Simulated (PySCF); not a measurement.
**Trend along the chalcogens: MO molecules**

r²SCAN with double-zeta basis sets in PySCF, for the lowest determinant that a PBE0 search found; no spin–orbit coupling. De refers to high-spin ground-configuration atoms. A positive dipole means M(−)O(+).

| M | basis | state (unpaired electrons) | Re (Å) | ωe (cm⁻¹) | De (eV) | μ (D) |
| --- | --- | --- | --- | --- | --- | --- |
| O | def2-SVP | triplet (π ↑↑) | 1.202 | 1677 | 5.72 | n/a |
| S | aug-cc-pV(D+d)Z/aug-cc-pVDZ | triplet (π ↑↑) | 1.508 | 1119 | 5.54 | -1.42 |
| Se | def2-SVP | triplet (π ↑↑) | 1.655 | 918 | 4.66 | -2.03 |
| Te | def2-SVP | triplet (π ↑↑) | 1.865 | 783 | 3.91 | -2.79 |

The shortest bond is that of O2 (1.202 Å), the longest that of TeO (1.865 Å).

The rows differ in basis set, which adds steps of its own.

Relativity is treated differently too: O no relativity; S no relativity; Se no relativity; Te scalar-relativistic core potentials.

Down a group bonds as a rule get longer and wavenumbers fall, partly through the reduced mass; this series shows no clear exception.

These are scalar-relativistic numbers at best; spin–orbit coupling would shift them, the dissociation energy most. States were picked by a PBE0 search and need not be the measured ground states.
